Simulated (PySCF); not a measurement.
# How the method changes the shape and vibrations of GeH2NO2 anion

All numbers below are calculated, not measured. The program is PySCF 2.14.0, an open-source quantum chemistry code, run on an isolated molecule that a program drew, which may never have been made. The molecule is GeH2NO2 anion (charge -1, singlet), drawn as the SMILES string `[NH2][Ge](=[O])[O-]`.

The geometry was optimised and harmonic frequencies were computed with HF and MP2, all in the aug-cc-pVDZ basis, for the commonest isotopes, with a restricted reference for singlets and an unrestricted one otherwise, and a frozen core in MP2. Germanium has the aug-cc-pVDZ-PP basis, with a core potential (ECP10MDF) in place of its 10 inner electrons, and its 3s, 3p and 3d shells are frozen in MP2. Each result is a local minimum of its method.

Geometry at the HF minimum:
```xyz
6
GeH2NO2 anion, angstrom
N    -1.2030    1.3535   -0.1529
Ge   -2.8780    0.6207   -0.3794
O    -3.9971    1.7513   -0.8387
O    -2.8893   -1.0099   -0.0924
H    -0.5574    0.8433    0.4148
H    -1.1557    2.3384    0.0115
```

Lengths of the bonds as drawn, in Å (atoms numbered as above):
```
  bond     HF    MP2
N1-Ge2  1.842  1.896
Ge2-O3  1.656  1.709
Ge2-O4  1.656  1.709
 N1-H5  1.000  1.021
 N1-H6  1.000  1.021
```

Rotational constants, in GHz:
| constant | HF | MP2 |
|---|---|---|
| A | 7.228 | 6.927 |
| B | 6.58 | 6.129 |
| C | 3.452 | 3.266 |

Harmonic frequencies in cm^-1, each column in rising order, so a row needn't be the same motion in every method:
```
rank,HF,MP2
1,242,213
2,290,244
3,318,274
4,398,344
5,421,508
6,674,610
7,899,813
8,903,865
9,994,906
10,1655,1514
11,3764,?
12,3880,3634
```

**Estimate the missing MP2 frequency from the HF column.**

A single factor s that minimises the squared misfit of MP2 against s times HF over the other rows is sum(HF x MP2) / sum(HF^2) = 0.9324, with an rms misfit of 41 cm^-1. For rank 11 it gives 0.9324 x 3764 = 3510 cm^-1. The calculation gives 3507 cm^-1, 3 cm^-1 below the estimate. The drawn bonds are on average 2.7 % longer in MP2 than in HF.
